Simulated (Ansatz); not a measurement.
Series VX3: gap (eV) at several levels, gas phase, relaxed structures; Ansatz. HOMO and LUMO are taken over both spins. Singlets are spin-restricted. Names give formal oxidation states. The structures are stationary points that may keep the symmetry of their start.

```
species    state             geometry  PBE-D4/def2-SVP  PBE-D4/def2-TZVP  r2SCAN-D4/def2-TZVP  r2SCAN-D4/def2-TZVPD  PBE0-D4/def2-SVP  PBE0-D4/def2-TZVP
    VF3  triplet  r2SCAN-D4/def2-TZVP             0.47              0.49                 1.39                  1.40              4.51               4.56
   VCl3  triplet   r2SCAN-D4/def2-SVP             0.36              0.37                 1.20                  1.20              3.85               3.88
```

(1) Estimate the rows for V(NH2)3 (VN3H6) (triplet, PBE-D4/def2-SVP geometry).

(1) 
```tsv
species	state	geometry	PBE-D4/def2-SVP	PBE-D4/def2-TZVP	r2SCAN-D4/def2-TZVP	r2SCAN-D4/def2-TZVPD	PBE0-D4/def2-SVP	PBE0-D4/def2-TZVP
V(NH2)3 (VN3H6)	triplet	PBE-D4/def2-SVP	1.45	1.41	2.07	2.06	4.84	4.76
```

Over the 3 species that have every level, the mean is 0.76 at PBE-D4/def2-SVP, 0.76 at PBE-D4/def2-TZVP, 1.55 at r2SCAN-D4/def2-TZVP, 1.55 at r2SCAN-D4/def2-TZVPD, 4.40 at PBE0-D4/def2-SVP, 4.40 at PBE0-D4/def2-TZVP. Orbital gaps grow with the share of exact exchange and aren't one observable across functionals.
